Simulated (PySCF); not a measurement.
Computed shifts of a molecule C4H10Si2, KT2/pcSseg-1 run with PySCF, GIAO, gas phase, atoms alike by connectivity averaged where their shifts nearly agree, in ppm (number of nuclei): ¹³C: 152.1 (1), 130.5 (1), 21.3 (1), -1.6 (1). ²⁹Si: -35.8 (1), -73.5 (1). ¹H: 7.16 (1), 6.52 (1), 5.00 (1), 4.05 (1), 3.91 (1), 2.36 (2), 0.68 (3). References: ¹³C against TMS (σ = 185.1 ppm); ²⁹Si against TMS (σ = 361.9 ppm); ¹H against TMS (σ = 31.47 ppm), references at their B3LYP-D3(BJ)/def2-TZVP geometries, non-relativistic. Geometry optimised at PBE0-D3(BJ)/def2-SVP. The values are those of a single conformer.

Which structure fits?
A) C[Si@H]1C=CC[SiH2]1
B) [SiH3]C1=CC[C@H]1[SiH3]
C) C[C@@H]1C=C[Si@@H]1[SiH3]
D) [SiH3]C=C1C[SiH2]C1

A, C[Si@H]1C=CC[SiH2]1
